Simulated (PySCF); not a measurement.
B(Cl)(Me)(NH2) (CH5BClN), SMILES CB(N)Cl. Geometry optimised at B3LYP-D3(BJ)/def2-SVP. Other conformers were not sampled.

Question: Give the equilibrium geometry at B3LYP-D3(BJ)/def2-SVP (PySCF confirms it by a frequency run) as bond lengths and angles, and its point group. (Estimate from the structure and the level; the computed values follow.)

Answer: This is not unique; one that fits is point group Cs.
Atoms: B1 Cl2 C3 H4 H5 H6 N7 H8 H9. Bonds (Å): B1–Cl2 1.800, B1–C3 1.572, B1–N7 1.394, C3–H4 1.103, C3–H5 1.102, C3–H6 1.103, N7–H8 1.013, N7–H9 1.013. Bond angles (°): Cl2–B1–C3 119.1, Cl2–B1–N7 117.2, C3–B1–N7 123.8, B1–C3–H4 110.3, B1–C3–H5 113.4, B1–C3–H6 110.3, H4–C3–H5 108.2, H4–C3–H6 106.1, H5–C3–H6 108.2, B1–N7–H8 122.5, B1–N7–H9 123.0, H8–N7–H9 114.5.
Charge 0, spin multiplicity 1.
